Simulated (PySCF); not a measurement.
SbF: energy against distance

Set-up: Sb def2-SVP with ECP28, F def2-SVP; scalar-relativistic core potentials (PySCF 2.14). Energies in eV from Sb + F in their ground configurations at the same level. State: ³Σ⁻ (triplet), unpaired electrons π ↑↑.

| R (Å) | B2PLYP | UHF-CCSD | UHF-CCSD(T) |
| --- | --- | --- | --- |
| 1.680 | -2.382 |  |  |
| 1.758 | -3.165 | -2.582 | -2.655 |
| 1.836 | -3.591 | -3.009 | -3.088 |
| 1.894 | -3.741 | -3.158 | -3.244 |
| 1.953 | -3.785 | -3.201 | -3.292 |
| 2.012 | -3.750 | -3.162 | -3.259 |
| 2.090 | -3.613 | -3.021 | -3.126 |
| 2.187 | -3.348 | -2.749 | -2.865 |
| 2.304 | -2.956 | -2.350 | -2.480 |
| 2.461 | -2.367 |  |  |

**Question.** Put a parabola through the three lowest points of the B2PLYP curve and estimate Re, k and ωe (reduced mass 16.42 u; 1 eV/Å² = 0.16022 mdyn/Å; ωe = 1302.8·√(k/μ) cm⁻¹).

**Answer.** Through R = 1.894, 1.953, 2.012 Å the second-order coefficient is 11.3 eV/Å², so Re ≈ 1.956 Å, k ≈ 3.64 mdyn/Å and ωe ≈ 613 cm⁻¹. A polynomial fit of higher order to the unrounded B2PLYP energies gives Re = 1.953 Å, k = 3.71 mdyn/Å, ωe = 619 cm⁻¹; anharmonicity and rounding make the difference.

The higher-order fit for each curve: B2PLYP: Re = 1.953 Å, ωe = 619 cm⁻¹, De = 3.79 eV; UHF-CCSD: Re = 1.952 Å, ωe = 625 cm⁻¹, De = 3.20 eV; UHF-CCSD(T): Re = 1.956 Å, ωe = 617 cm⁻¹, De = 3.29 eV.

Correlated steps freeze 5 core orbitals. Correlated levels converge slowly with the basis: in double zeta they bind strong bonds too weakly, by up to about 1 eV, and carry superposition errors of some tenths. Spin–orbit coupling is left out, which matters for elements this heavy, above all for dissociation energies. B2PLYP dipoles, levels and charges come from its SCF part alone. The state is the lowest determinant that a PBE0 search found; another state may lie lower at other levels.
